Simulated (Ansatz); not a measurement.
Basis-set series for C₅H₁₃Cl₂NOZr, SMILES `C[O][Zr]([Cl])([Cl])[NH]C(C)(C)C`. The species carries charge 0 and has multiplicity 1. Zr: def2 effective core potential. Geometry: relaxed with PBE0-D4/def2-TZVP. It is one conformer, not always the lowest.

| functional | basis | functions | energy (Eh) | HOMO (eV) | LUMO (eV) |
| --- | --- | --- | --- | --- | --- |
| PBE0-D4 | def2-TZVPP | 539 | -1295.54401 | -7.25 | -1.07 |
| PBE0-D4 | def2-QZVPP | 1010 | -1295.59214 | -7.26 | -1.08 |
| ωB97M-V | def2-TZVPP | 539 | -1295.94495 | -9.52 | 0.94 |
| ωB97M-V | def2-QZVPP | 1010 | -1295.99116 | -9.53 | 0.65 |

(1) Give the rows for def2-SVP. (Best estimate.)

## Answers

(1) Ansatz gave: 
| functional | basis | functions | energy (Eh) | HOMO (eV) | LUMO (eV) |
| --- | --- | --- | --- | --- | --- |
| PBE0-D4 | def2-SVP | 230 | -1294.85642 | -7.19 | -0.95 |
| ωB97M-V | def2-SVP | 230 | -1295.24280 | -9.43 | 1.15 |

Positive LUMOs are unbound and depend on the basis.
